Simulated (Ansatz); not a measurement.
Start from `O[SiH2]/C=[CH]\[GeH2][OH]` and change one atom or group (the configuration at the double bond changes too) to get `O[SiH2]/C=C/Cl`.

Ansatz, PBE0-D4/def2-TZVP geometries, multiplicity 1. Each molecule was computed in one conformer, which needn't be the lowest.

Scalar relativity is left out up to krypton.

```json
{"property": "size of the dipole moment (PBE/def2-TZVPP) / D", "`O[SiH2]/C=[CH]\\[GeH2][OH]`": "1.96"}
{"property": "LUMO energy (ωB97M-V/def2-TZVPP) / eV", "`O[SiH2]/C=[CH]\\[GeH2][OH]`": "1.20"}
{"property": "HOMO–LUMO gap (PBE0/def2-TZVPP) / eV", "`O[SiH2]/C=[CH]\\[GeH2][OH]`": "6.93"}
{"property": "size of the dipole moment (B3LYP/def2-TZVPP) / D", "`O[SiH2]/C=[CH]\\[GeH2][OH]`": "2.11"}
{"property": "size of the dipole moment (ωB97M-V/def2-TZVPP) / D", "`O[SiH2]/C=[CH]\\[GeH2][OH]`": "2.13"}
{"property": "LUMO energy (PBE/def2-TZVPP) / eV", "`O[SiH2]/C=[CH]\\[GeH2][OH]`": "-1.82"}
```

(1) What does the change do to each property? (Best estimate.)

## Answers

(1) The calculation gave: 
| property | `O[SiH2]/C=C/Cl` | shift |
| --- | --- | --- |
| size of the dipole moment (PBE/def2-TZVPP) / D | 1.40 | -0.56 |
| LUMO energy (ωB97M-V/def2-TZVPP) / eV | 1.36 | 0.16 |
| HOMO–LUMO gap (PBE0/def2-TZVPP) / eV | 6.89 | -0.04 |
| size of the dipole moment (B3LYP/def2-TZVPP) / D | 1.46 | -0.65 |
| size of the dipole moment (ωB97M-V/def2-TZVPP) / D | 1.47 | -0.66 |
| LUMO energy (PBE/def2-TZVPP) / eV | -1.67 | 0.15 |

Dipoles are sizes alone; their direction can turn.

B3LYP here is the variant with VWN-RPA as its local correlation; programs differ in this.
